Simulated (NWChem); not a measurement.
System meant: C$_{2}$H$_{4}$BCl; SMILES ClBC=C

Input file for NWChem:

```
start job
memory heap 200 mb stack 900 mb global 1100 mb
geometry units angstroms noautosym nocenter noautoz
  B     -0.543778     0.049727    -0.001467
  H     -1.740758    -0.104118    -0.001941
  Cl     0.051571     1.700085    -0.000200
  C      0.426557    -1.144778    -0.001679
  C     -0.050359    -2.402070     0.001358
  H      1.512284    -0.990957    -0.003599
  H      0.601478    -3.282893     0.002137
  H     -1.128789    -2.595982     0.003339
end
basis spherical
  * library 6-31g*
end
dft
  xc m06-2x
  iterations 150
end
property
  shielding
end
task dft property
```

End of the output:

```
 Vector   22  Occ=0.000000D+00  E= 1.355826D-01
              MO Center=  1.9D-01, -9.0D-01,  2.2D-04, r^2= 6.4D+00
   Bfn.  Coefficient  Atom+Function         Bfn.  Coefficient  Atom+Function
  ----- ------------  ---------------      ----- ------------  ---------------
    66     -1.009386  7 H  s                 54      0.979968  5 C  s
     8      0.928101  1 B  py                 6      0.919981  1 B  s
    26     -0.866488  3 Cl s                 40      0.788109  4 C  s
    28      0.760624  3 Cl py                64     -0.721956  6 H  s
    56     -0.459732  5 C  py                68     -0.423881  8 H  s

 center of mass
 --------------
 x =  -0.01099386 y =   0.26572229 z =  -0.00069096

 moments of inertia (a.u.)
 ------------------
         725.832154311968           6.941752514446           0.020475797119
           6.941752514446          44.879089090517           0.132041302687
           0.020475797119           0.132041302687         770.710501725178

     Multipole analysis of the density
     ---------------------------------

     L   x y z        total         alpha         beta         nuclear
     -   - - -        -----         -----         ----         -------
     0   0 0 0     -0.000000    -19.000000    -19.000000     38.000000

     1   1 0 0      0.031783      0.337882      0.337882     -0.643981
     1   0 1 0     -0.864235     -1.277810     -1.277810      1.691384
     1   0 0 1      0.000238      0.012142      0.012142     -0.024047

     2   2 0 0    -22.847480    -28.535902    -28.535902     34.224325
     2   1 1 0      0.066814      2.194696      2.194696     -4.322578
     2   1 0 1     -0.003569      0.007932      0.007932     -0.019433
     2   0 2 0    -21.881548   -207.598150   -207.598150    393.314752
     2   0 1 1     -0.005285      0.043959      0.043959     -0.093203
     2   0 0 2    -23.884569    -11.942413    -11.942413      0.000257

          -----------------------------------------
          Chemical Shielding Tensors (GIAO, in ppm)
          -----------------------------------------

 ------------------------------------------------------------------------
  xm06: d2 not coded                    0
 ------------------------------------------------------------------------
 ------------------------------------------------------------------------
  current input line :
    23: task dft property
 ------------------------------------------------------------------------
 ------------------------------------------------------------------------
 This error has not yet been assigned to a category
 ------------------------------------------------------------------------
 For more information see the NWChem manual at https://nwchemgit.github.io

0: xm06: d2 not coded:Received an Error in Communication
```

Can this run be used? If not, why, and what is the fix?

The run crashed. Cause: this functional's second derivatives, which shieldings need, aren't coded here; the fix takes a hybrid GGA instead. This input runs:
```
start job
memory heap 200 mb stack 900 mb global 1100 mb
geometry units angstroms noautosym nocenter noautoz
  B     -0.543778     0.049727    -0.001467
  H     -1.740758    -0.104118    -0.001941
  Cl     0.051571     1.700085    -0.000200
  C      0.426557    -1.144778    -0.001679
  C     -0.050359    -2.402070     0.001358
  H      1.512284    -0.990957    -0.003599
  H      0.601478    -3.282893     0.002137
  H     -1.128789    -2.595982     0.003339
end
basis spherical
  * library 6-31g*
end
dft
  xc pbe0
  iterations 150
end
property
  shielding
end
task dft property
```
It converges to -563.37211 Ha (PBE0/6-31G* (spherical d), GIAO).
